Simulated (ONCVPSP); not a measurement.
indium: one change to an ONCV potential, before and after

ONCVPSP 4.0.1 input, shortened (lines: element, Z, core and valence counts, functional; n l f; lmax; l rc ep ncon nbas qcut; lloc lpopt rc5 dvloc0; l nproj debl; icmod fcfact rcfact), PBEsol, scalar-relativistic:

```
  In 49.00    9    2  -116133      upf
    1    0    2.00
    2    0    2.00
    2    1    6.00
    3    0    2.00
    3    1    6.00
    3    2   10.00
    4    0    2.00
    4    1    6.00
    4    2   10.00
    5    0    2.00
    5    1    1.00
    1
    0    2.20    0.00    4    7    2.90
    1    2.20    0.00    3    8    3.50
    1    5    2.20    0.00
    0    3    0.80
    1    0    0.90
    3    4.00    1.75
```

All-electron outer shells of the reference configuration (PBEsol, scalar-relativistic, ld1.x):

```tsv
shell	level (eV)	outermost node (bohr)	outermost maximum (bohr)
4p	-78.02	0.42	0.82
4d	-18.59	0.40	0.94
5s	-8.25	1.02	2.16
5p	-2.52	1.14	2.85
```

Change: s: qcut 3.

Cutoffs: the cutoffs (Ha) at which the residual kinetic energy of the hardest occupied pseudo-wave falls to 1 and 0.1 mHa per electron; they do not see the model core or the augmentation charge, which bear on the density cutoff. Errors are all-electron minus pseudo energies relative to the spin-unpolarised reference configuration.

Question: Predict the effect on cutoff, ghosts and configuration errors.

Answer: The potential gets softer (9.2 Ha and 22 Ha → 8.1 Ha and 21 Ha); both files keep a bound ghost (s); the errors of the 4 common tests hardly move.

| quantity | base | changed |
| --- | --- | --- |
| cutoff, loose | 9.2 Ha | 8.1 Ha |
| cutoff, tight | 22 Ha | 21 Ha |
| loose cutoff by channel | s 9.2 Ha, p 4.1 Ha | s 8.1 Ha, p 4.1 Ha |
| bound ghosts | s | s |
| GHOST(+) flags under 300 eV | none | none |
| error for 5s2 5p0, meV [ΔE 5.36 eV] | -147 | -147 |
| error for 5s1 5p0, meV [ΔE 24.64 eV] | -672 | -672 |
| error for 5s2 5p0.5, meV [ΔE 1.94 eV] | -31 | -31 |
| error for 5s0 5p3, meV [ΔE 12.01 eV] | -107 | -106 |
| s: phases at 2.23 bohr within 0.05 rad from the reference energy up to (Ha; the scan ends near 5) | 3.4 | 3.4 |
| p: phases at 2.23 bohr within 0.05 rad from the reference energy up to (Ha; the scan ends near 5) | 1.9 | 1.9 |
| rms error of d²Exc/dni dnj with the model core, mHa | 6.25 | 6.24 |

 A true bound ghost makes a file unfit for plane-wave use even where its test errors are small: the radial tests pick states by their node count and pass the ghost by.
